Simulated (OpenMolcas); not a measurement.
# Multiconfigurational calculation on C²⁺

Input:

```
&GATEWAY
Coord
1

C 0.0 0.0 0.0
Basis=ANO-RCC-VDZ
Group=XYZ
NoMove
AngMom=0.0 0.0 0.0
AMFI
&SEWARD
Relativistic=R04O02
* reference wave functions (RASSCF and RASSI steps not shown): 2 electrons in 8 orbitals (2s 2p 3s 3p)
>>> COPY JOB001 $Project.JobIph
&CASPT2
Multistate=7 1 2 3 4 5 6 7
Frozen=0 0
IPEA=0.6
Shift=0.15
MaxIter=60
WThr=0.0 0.3 0.05
PrWF=0.5
NoMix
>>> COPY JOB002 $Project.JobIph
&CASPT2
Multistate=3 1 2 3
Frozen=0 0
IPEA=0.6
Shift=0.15
MaxIter=60
WThr=0.0 0.3 0.05
PrWF=0.5
NoMix
>>> COPY JOB003 $Project.JobIph
&CASPT2
Multistate=3 1 2 3
Frozen=0 0
IPEA=0.6
Shift=0.15
MaxIter=60
WThr=0.0 0.3 0.05
PrWF=0.5
NoMix
...
```

Launched by
```bash
OMP_NUM_THREADS=1 MOLCAS_MEM=2252 MOLCAS_PROJECT=a pymolcas a.inp > a.log  # once for each step of the input, in one work folder
```

Output, cut to the results:

```
--- CASPT2 ---
Orbital specifications:
      -----------------------

      Symmetry species                           1   2
                                                ag  au
      Frozen orbitals                            0   0
      Inactive orbitals                          1   0
      Active orbitals                            2   6
      Secondary orbitals                         0   0
      Deleted orbitals                           0   0
      Number of basis functions                  3   6
Type of calculation                        MS-CASPT2
      Fock operator                              state-specific
      IPEA shift                                 0.60
      Real shift                                 0.15
      Imaginary shift                            0.00
      The input orbitals will be transformed to quasi-canonical
Reference energy:         -36.4929217419
      E2 (Non-variational):      -0.0012189972
      Shift correction:          -0.0000121253
      E2 (Variational):          -0.0012311225
      Total energy:             -36.4941528644
      Residual norm:              0.0000000008
      Reference weight:           0.99992
      Contributions to the CASPT2 correlation energy
      Active & Virtual Only:          0.0000000000
      One Inactive Excited:          -0.0008834037
      Two Inactive Excited:          -0.0003355935
Reference energy:         -35.7815676629
      E2 (Non-variational):      -0.0010278985
      Shift correction:          -0.0000086304
      E2 (Variational):          -0.0010365289
      Total energy:             -35.7826041918
      Residual norm:              0.0000000086
      Reference weight:           0.99994
      Contributions to the CASPT2 correlation energy
      Active & Virtual Only:          0.0000000000
      One Inactive Excited:          -0.0004120660
      Two Inactive Excited:          -0.0006158325
::    CASPT2 Root  1     Total energy:    -36.49415286
::    CASPT2 Root  2     Total energy:    -35.78260419
::    CASPT2 Root  3     Total energy:    -35.78260417
::    CASPT2 Root  4     Total energy:    -35.78260369
::    CASPT2 Root  5     Total energy:    -35.78260342
::    CASPT2 Root  6     Total energy:    -35.78260339
::    CASPT2 Root  7     Total energy:    -35.61672437
::    MS-CASPT2 Root  1     Total energy:    -36.49415324
::    MS-CASPT2 Root  2     Total energy:    -35.78260470
::    MS-CASPT2 Root  3     Total energy:    -35.78260435
::    MS-CASPT2 Root  4     Total energy:    -35.78260364
::    MS-CASPT2 Root  5     Total energy:    -35.78260333
::    MS-CASPT2 Root  6     Total energy:    -35.78260283
::    MS-CASPT2 Root  7     Total energy:    -35.61672399
--- CASPT2 ---
Orbital specifications:
      -----------------------

      Symmetry species                           1   2
                                                ag  au
      Frozen orbitals                            0   0
      Inactive orbitals                          1   0
      Active orbitals                            2   6
      Secondary orbitals                         0   0
      Deleted orbitals                           0   0
      Number of basis functions                  3   6
Type of calculation                        MS-CASPT2
      Fock operator                              state-specific
      IPEA shift                                 0.60
      Real shift                                 0.15
      Imaginary shift                            0.00
      The input orbitals will be transformed to quasi-canonical
Reference energy:         -35.8576996653
      E2 (Non-variational):      -0.0015286102
      Shift correction:          -0.0000148283
      E2 (Variational):          -0.0015434385
      Total energy:             -35.8592431038
      Residual norm:              0.0000000203
      Reference weight:           0.99990
      Contributions to the CASPT2 correlation energy
      Active & Virtual Only:          0.0000000000
      One Inactive Excited:          -0.0009169568
      Two Inactive Excited:          -0.0006116534
Reference energy:         -35.8576996653
      E2 (Non-variational):      -0.0015273161
      Shift correction:          -0.0000147921
      E2 (Variational):          -0.0015421082
      Total energy:             -35.8592417735
      Residual norm:              0.0000000202
      Reference weight:           0.99990
      Contributions to the CASPT2 correlation energy
      Active & Virtual Only:          0.0000000000
      One Inactive Excited:          -0.0009156630
      Two Inactive Excited:          -0.0006116531
::    CASPT2 Root  1     Total energy:    -35.85924310
::    CASPT2 Root  2     Total energy:    -35.85924177
::    CASPT2 Root  3     Total energy:    -35.85924184
::    MS-CASPT2 Root  1     Total energy:    -35.85924310
::    MS-CASPT2 Root  2     Total energy:    -35.85924184
::    MS-CASPT2 Root  3     Total energy:    -35.85924177
--- CASPT2 ---
Orbital specifications:
      -----------------------

      Symmetry species                           1   2
                                                ag  au
      Frozen orbitals                            0   0
      Inactive orbitals                          1   0
      Active orbitals                            2   6
      Secondary orbitals                         0   0
      Deleted orbitals                           0   0
      Number of basis functions                  3   6
Type of calculation                        MS-CASPT2
      Fock operator                              state-specific
      IPEA shift                                 0.60
      Real shift                                 0.15
      Imaginary shift                            0.00
      The input orbitals will be transformed to quasi-canonical
Reference energy:         -35.9764344548
      E2 (Non-variational):      -0.0013620048
      Shift correction:          -0.0000133205
      E2 (Variational):          -0.0013753253
...
```

Levels above the lowest, from the spin-orbit matrix with the multistate effective Hamiltonian, averaged by term, added to it:

| Configuration | Term | J | E (cm⁻¹) | Measured (cm⁻¹) | Term weight % |
| --- | --- | --- | --- | --- | --- |
| 2s² | ¹S | 0 | 0.0 | 0.0 | 100 |
| 2s 2p | ³P° | 0 | 53414 | 52367 | 100 |
| 2s 2p | ³P° | 1 | 53440 | 52391 | 100 |
| 2s 2p | ³P° | 2 | 53493 | 52447 | 100 |
| 2s 2p | ¹P° | 1 | 113324 | 102352 | 100 |
| 2p² | ³P | 0 | 139295 | 137426 | 100 |
| 2p² | ³P | 1 | 139321 | 137454 | 100 |
| 2p² | ³P | 2 | 139373 | 137502 | 100 |
| 2p² | ¹D | 2 | 156167 | 145876 | 100 |
| 2p² | ¹S | 0 | 192574 | 182520 | 100 |

Against the 9 measured excited levels shown (Moore, Selected Tables of Atomic Spectra, NSRDS-NBS 3, section 3) the mean absolute deviation is 4500 cm-1; the largest miss in energy is 2s 2p ¹P°₁: computed 113324, measured 102352 cm⁻¹ (+10.7 %).

Terms from blocks run as CI alone lack orbitals of their own. Active for correlation alone: 3p 3s; no level in the range computed is led by a configuration that fills them, so any true level of that kind is missing. Measured partners are found by configuration, term and J. A level has none where our copy of the source lacks it or the pairing is in doubt (some pairs that miss far off the trend of their configuration count as doubtful), and it then counts in no deviation. Only configurations of the active space appear. The first state left out of the spin-orbit step lies near 250000 cm-1 above the lowest spin-free state of the reference (among the parities and spins computed), and the list stops at four fifths of that energy or lower.

The term weight is that of the spin-free term in the level, not the purity of its configuration. ° marks odd parity.
